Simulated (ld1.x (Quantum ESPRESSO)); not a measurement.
**Pseudopotential generation for Ge: TM, BP86, scalar-relativistic.**

Ge, norm-conserving Troullier–Martins (Kleinman–Bylander form), made with ld1.x (Quantum ESPRESSO) 7.5 (BP86, scalar-relativistic). Core [Ar], reference 3d10 4s2 4p2. Waves: 4s (bound): rc 1.45 bohr; 3d (bound): rc 1.05 bohr; 4p (bound): rc 1.85 bohr. Local part: the p channel. Core correction: none.

Question: Does the generator finish with these settings?

Answer: Yes, a potential is produced and its reference levels are reproduced.

Question: Estimate the cutoffs (Ry, on a coarse ladder) from which the occupation-weighted sum of valence levels, in a spherical-Bessel basis at the reference potential, stays within 10 and 1 mRy of its value at 400 Ry.

Answer: 230 Ry and over 300 Ry.

Question: Does the potential have ghost states?

Answer: No extra level below or beside the all-electron valence levels (s, d, p, f tested).

Question: Which valence shell sets the plane-wave cutoff?

Answer: 3d: its level needs 230 Ry to come within 1 mRy, against 60 Ry for 4s.

Question: Tests: 3d10 4s2 4p1; 3d10 4s2 4p0; 3d10 4s1 4p0; 3d9 4s2 4p3; 3d10 4s1 4p2; 3d10 4s0 4p0; 3d10 4s0 4p4. Which has the largest error in its energy relative to the reference configuration, and how large is it?

Answer: 3d9 4s2 4p3, with -893 meV (all-electron minus pseudo) on +29.63 eV.
